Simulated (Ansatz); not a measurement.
Consider the atomization: `C[SiH2][NH][SnH3]` → C• + 9 H• + N• + Si• + Sn•.

Gas-phase electronic energies from Ansatz, PBE0-D4/def2-TZVP geometries. CCSD(T)/CBS is the MP2 limit (def2-TZVPP, def2-QZVPP) plus CCSD(T) − MP2 in def2-TZVPP, frozen cores. This one scheme is used for every species, atoms too. Open shells (•) are unrestricted, without spin–orbit coupling. Spin–orbit coupling would lower the free atoms: a little for C, Si; strongly for Sn. Elements past krypton have def2 core potentials. For Sn outer-core shells are correlated without core-valence functions, so the limit isn't a true one: a few kJ/mol of doubt a bond, and 10 to 20 or more in all where bonds break to atoms. Each species was taken in one conformer, which may not be the lowest.

`C[SiH2][NH][SnH3]`:

Z-matrix (Å, degrees):
```
C
Si 1 1.867
H 1 1.093 2 111.4
H 1 1.093 2 110.0 3 -119.7
H 1 1.094 2 111.6 3 121.4
N 2 1.718 1 108.8 3 -59.0
H 2 1.496 1 108.3 3 177.6
H 2 1.492 1 110.3 3 61.7
Sn 6 2.024 2 127.9 1 -24.0
H 6 1.009 2 117.4 1 170.6
H 9 1.707 6 108.8 2 70.6
H 9 1.709 6 109.7 2 -49.4
H 9 1.705 6 105.6 2 -169.6
```

Task: What is ΔE at CCSD(T)/CBS? (Best estimate.)

Result: Computed: +4086.2 kJ/mol.

Task: What do these levels give: HF/def2-TZVPP, CCSD(T)/def2-TZVPP, MP2/def2-QZVPP, SCS-MP2/def2-QZVPP, MP2/CBS(def2), CCSD/CBS(def2)? (Best estimate.)

Result: Ansatz gave: HF/def2-TZVPP 2959.3, CCSD(T)/def2-TZVPP 3978.0, MP2/def2-QZVPP 4015.4, SCS-MP2/def2-QZVPP 4066.6, MP2/CBS(def2) 4058.4, CCSD/CBS(def2) 4039.8 kJ/mol.

Largest T1 diagnostic among the species: 0.012.

In def2-TZVPP, CCSD(T) changes the Hartree–Fock value by +1018.7 kJ/mol (the triples alone add +46.4 kJ/mol) and MP2 by +990.9 kJ/mol; breaking electron pairs costs correlation energy, which Hartree–Fock lacks. The D4 term adds +47.3 kJ/mol with B3LYP and +25.1 kJ/mol with PBE0; it sums over pairs of atoms, weighted by their polarisabilities, and B3LYP, whose exchange is more repulsive, gets the larger term.

B3LYP here is the variant with VWN-RPA as its local correlation; programs differ in this.

For atomizations the MP2-based limit and the directly extrapolated one differ by several kJ/mol either way, and by 10 to 25 for some Ge, Se and Sn compounds, so smaller differences from it don't rank the levels.
